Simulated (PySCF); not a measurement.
# Orbital levels and atomic charges

System: C11H28O2Si12 (nanocrystal SiC surface).

Cartesian coordinates (Å):
```
  1 C    -3.0107   -0.3723   -2.7403
  2 C    -3.0955   -0.4862    2.4324
  3 Si   -3.1022   -0.4414    0.5259
  4 C    -3.0119    1.3276   -0.1796
  5 Si   -2.8347    1.3920   -2.0755
  6 C     3.0110   -0.3733   -2.7396
  7 C     0.0002   -0.6021   -2.6106
  8 C     1.5845   -1.3833   -0.1321
  9 Si    1.5957   -1.4343   -2.0359
 10 C    -1.5849   -1.3827   -0.1322
 11 Si   -1.5959   -1.4337   -2.0361
 12 C     3.0950   -0.4875    2.4331
 13 Si    3.1021   -0.4425    0.5265
 14 C    -0.0004   -0.5966    2.4853
 15 Si   -0.0001   -0.5513    0.5682
 16 Si    1.5847   -1.3557    3.1860
 17 Si   -1.5860   -1.3549    3.1857
 18 C     3.0124    1.3265   -0.1790
 19 Si    2.8356    1.3910   -2.0748
 20 C     0.0002    1.2752   -0.0195
 21 Si    0.0004    1.1610   -1.9179
 22 Si    1.5238    2.2452    0.5513
 23 Si   -1.5231    2.2459    0.5510
 24 O     1.3356    1.9106   -2.4720
 25 O    -1.3344    1.9111   -2.4723
 26 H    -2.9545   -0.3634   -3.8261
 27 H    -3.9813   -0.7827   -2.4798
 28 H    -3.9974   -0.9803    2.7841
 29 H    -3.1461    0.5304    2.8146
 30 H    -4.3642   -1.0878    0.0731
 31 H    -3.9201    1.8575    0.1031
 32 H    -3.6470    2.4199   -2.7343
 33 H     2.9554   -0.3644   -3.8254
 34 H     3.9815   -0.7839   -2.4790
 35 H     0.0003   -0.5441   -3.6996
 36 H     1.6318   -2.4037    0.2455
 37 H     1.6946   -2.8259   -2.5424
 38 H    -1.6329   -2.4031    0.2452
 39 H    -1.6950   -2.8254   -2.5427
 40 H     3.9965   -0.9824    2.7848
 41 H     3.1457    0.5290    2.8156
 42 H     4.3639   -1.0894    0.0738
 43 H     0.0000    0.4453    2.8109
 44 H     1.6245   -1.2216    4.6554
 45 H     1.6472   -2.7990    2.8923
 46 H    -1.6260   -1.2206    4.6550
 47 H    -1.6490   -2.7981    2.8923
 48 H     3.9207    1.8560    0.1043
 49 H     3.6483    2.4186   -2.7332
 50 H     1.5161    3.6546    0.1117
 51 H     1.5842    2.3103    2.0310
 52 H    -1.5148    3.6552    0.1111
 53 H    -1.5839    2.3109    2.0306
```

Method: B3LYP/6-31G*, gas phase, PySCF, fitting set def2-universal-JFIT up to Ne and JKFIT beyond, grid level 1.

**Question.** Give the orbital energies near the gap.

**Answer.** 
| orbital | eV |
| --- | --- |
| HOMO-4 | -7.63 |
| HOMO-3 | -7.35 |
| HOMO-2 | -7.28 |
| HOMO-1 | -7.02 |
| HOMO | -6.96 |
| LUMO | 0.13 |
| LUMO+1 | 0.20 |
| LUMO+2 | 0.47 |
| LUMO+3 | 0.53 |

**Question.** Give the partial charges of the non-hydrogen atoms.

**Answer.** 
```json
{"atom": "C1", "Mulliken": "-0.71", "IAO": "-0.84", "Hirshfeld": "-0.24"}
{"atom": "C2", "Mulliken": "-0.71", "IAO": "-0.81", "Hirshfeld": "-0.23"}
{"atom": "Si3", "Mulliken": "0.63", "IAO": "0.91", "Hirshfeld": "0.33"}
{"atom": "C4", "Mulliken": "-0.76", "IAO": "-0.95", "Hirshfeld": "-0.28"}
{"atom": "Si5", "Mulliken": "0.79", "IAO": "1.13", "Hirshfeld": "0.40"}
{"atom": "C6", "Mulliken": "-0.71", "IAO": "-0.84", "Hirshfeld": "-0.24"}
{"atom": "C7", "Mulliken": "-0.74", "IAO": "-0.96", "Hirshfeld": "-0.29"}
{"atom": "C8", "Mulliken": "-0.75", "IAO": "-0.93", "Hirshfeld": "-0.28"}
{"atom": "Si9", "Mulliken": "0.60", "IAO": "0.91", "Hirshfeld": "0.33"}
{"atom": "C10", "Mulliken": "-0.75", "IAO": "-0.93", "Hirshfeld": "-0.28"}
{"atom": "Si11", "Mulliken": "0.60", "IAO": "0.91", "Hirshfeld": "0.33"}
{"atom": "C12", "Mulliken": "-0.71", "IAO": "-0.81", "Hirshfeld": "-0.23"}
{"atom": "Si13", "Mulliken": "0.63", "IAO": "0.91", "Hirshfeld": "0.33"}
{"atom": "C14", "Mulliken": "-0.75", "IAO": "-0.92", "Hirshfeld": "-0.28"}
{"atom": "Si15", "Mulliken": "0.79", "IAO": "1.02", "Hirshfeld": "0.35"}
{"atom": "Si16", "Mulliken": "0.47", "IAO": "0.78", "Hirshfeld": "0.32"}
{"atom": "Si17", "Mulliken": "0.47", "IAO": "0.78", "Hirshfeld": "0.32"}
{"atom": "C18", "Mulliken": "-0.76", "IAO": "-0.95", "Hirshfeld": "-0.28"}
{"atom": "Si19", "Mulliken": "0.79", "IAO": "1.13", "Hirshfeld": "0.40"}
{"atom": "C20", "Mulliken": "-0.80", "IAO": "-1.07", "Hirshfeld": "-0.32"}
{"atom": "Si21", "Mulliken": "1.07", "IAO": "1.40", "Hirshfeld": "0.43"}
{"atom": "Si22", "Mulliken": "0.45", "IAO": "0.76", "Hirshfeld": "0.30"}
{"atom": "Si23", "Mulliken": "0.45", "IAO": "0.76", "Hirshfeld": "0.30"}
{"atom": "O24", "Mulliken": "-0.63", "IAO": "-0.86", "Hirshfeld": "-0.30"}
{"atom": "O25", "Mulliken": "-0.63", "IAO": "-0.86", "Hirshfeld": "-0.30"}
```
